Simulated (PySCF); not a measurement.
Be(H)(OMe) (CH4BeO), SMILES [BeH][O]C. Atoms are numbered in the order given.

```xyz
7

Be     0.0000     0.0000     1.6270
H      0.0000     0.0000     2.9602
O      0.0000     0.0000     0.2447
C      0.0000     0.0000    -1.1411
H     -0.8878    -0.5126    -1.5264
H      0.0000     1.0252    -1.5264
H      0.8878    -0.5126    -1.5264
```

Geometry: r2SCAN-D4/def2-TZVP.

Level of theory: PBE0/pcSseg-2 (PySCF).

GIAO shieldings, no solvent; atoms alike by connectivity are averaged. δ = σ(ref) − σ: ¹H against TMS (σ = 31.54 ppm); ¹⁷O against H2O (σ = 327.8 ppm); ¹³C against TMS (σ = 186.1 ppm), references at their B3LYP-D3(BJ)/def2-TZVP geometries, non-relativistic.

| atoms | nucleus | count | δ (ppm) |
|---|---|---|---|
| H5, H6, H7 | ¹H | 3 | ? |
| H2 | ¹H | 1 | 3.08 |
| O3 | ¹⁷O | 1 | 29.6 |
| C4 | ¹³C | 1 | ? |

Question: Fill in the missing entries. (Estimate from the structure and the level; the computed values follow.)

Answer: 
- H5, H6, H7, δ (ppm): 4.03
- C4, δ (ppm): 56.7
